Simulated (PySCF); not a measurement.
Al(AsH2)2(H) (AlAs2H5), SMILES [AsH2][AlH][AsH2].

The structure is a stationary point at B3LYP-D3(BJ)/def2-SVP. The structure was generated by enumeration; whether it is a known compound was not checked.

All values below come from TDDFT-PBE0/def2-SVPD in PySCF 2.14.0.

Vertical excitations. The molecule is in vacuum. State labels are in the subgroup C2.

```csv
state,symmetry,energy (eV),λ (nm),f,main pairs
S1,A,4.05,306,0.003,HOMO→LUMO 98 %
S2,B,4.68,265,0.008,HOMO−1→LUMO 93 %
S3,B,5.44,228,0.129,"HOMO→LUMO+1 69 %, HOMO−2→LUMO 26 %"
S4,A,5.58,222,0.000,HOMO→LUMO+2 93 %
S5,B,5.66,219,0.061,"HOMO−2→LUMO 50 %, HOMO→LUMO+3 32 %, HOMO→LUMO+1 14 %"
S6,B,5.85,212,0.006,"HOMO→LUMO+4 48 %, HOMO−1→LUMO+2 26 %, HOMO→LUMO+3 18 %"
S7,A,5.95,208,0.010,"HOMO−1→LUMO+1 48 %, HOMO−3→LUMO 47 %"
S8,A,6.15,202,0.025,"HOMO−3→LUMO 37 %, HOMO−1→LUMO+1 29 %, HOMO−1→LUMO+3 17 %, HOMO→LUMO+5 9 %"
S9,B,6.17,201,0.301,"HOMO→LUMO+4 38 %, HOMO→LUMO+3 35 %, HOMO−2→LUMO 10 %, HOMO→LUMO+1 8 %"
S10,A,6.41,193,0.000,"HOMO→LUMO+5 72 %, HOMO−1→LUMO+1 17 %"
T1,A,3.57,347,0,HOMO→LUMO 98 %
T2,B,4.13,301,0,HOMO−1→LUMO 90 %
T3,B,4.81,258,0,"HOMO→LUMO+1 71 %, HOMO→LUMO+3 18 %"
T4,A,5.16,240,0,HOMO→LUMO+2 84 %
```
Triplets are in the Tamm–Dancoff approximation, which puts them higher than full response would, so one can lie above its singlet here.
